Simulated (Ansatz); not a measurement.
CH4OSSn, SMILES C[O][Sn][SH] (connectivity only; charge and spin as stated), neutral, multiplicity 1. Atoms are numbered in the order given.

```xyz
8

Sn     0.3362    -0.1679     0.7074
O     -1.2961    -1.2148     0.1968
C     -1.9851    -1.1905    -1.0259
H     -2.3798    -0.1844    -1.2691
H     -1.3474    -1.5011    -1.8768
H     -2.8425    -1.8854    -0.9772
S      0.5254     0.9982    -1.4888
H      1.6269     1.6839    -1.0991
```

Coordinates come from a B3LYP-D3(BJ)/def2-SVP optimisation. The def2 effective core potentials stand for the cores of Sn; spin–orbit coupling is left out. One conformer was computed; it need not be the lowest.

Two levels are set side by side: PBE-D3(BJ)/def2-SVP (Ansatz, a quantum-chemistry and plane-wave program) and B3LYP-D3(BJ)/def2-SVP (Ansatz). Each level has its own optimised geometry; the coordinates shown are those of the second. Differences are taken from unrounded values.

```csv
quantity,B3LYP-D3(BJ),PBE-D3(BJ),PBE-D3(BJ) minus B3LYP-D3(BJ)
mean bond length (Å),1.511,1.520,0.009
bond Sn1–O2 (Å),2.005,2.025,0.020
bond Sn1–S7 (Å),2.494,2.498,0.004
bond O2–C3 (Å),1.404,1.408,0.005
bond C3–H4 (Å),1.108,1.117,0.009
bond C3–H5 (Å),1.108,1.117,0.009
bond C3–H6 (Å),1.105,1.113,0.008
bond S7–H8 (Å),1.355,1.364,0.009
```

GGA bonds tend to be longer and softer than those of functionals with exact exchange. Differences between two approximate levels are no errors against the true value.
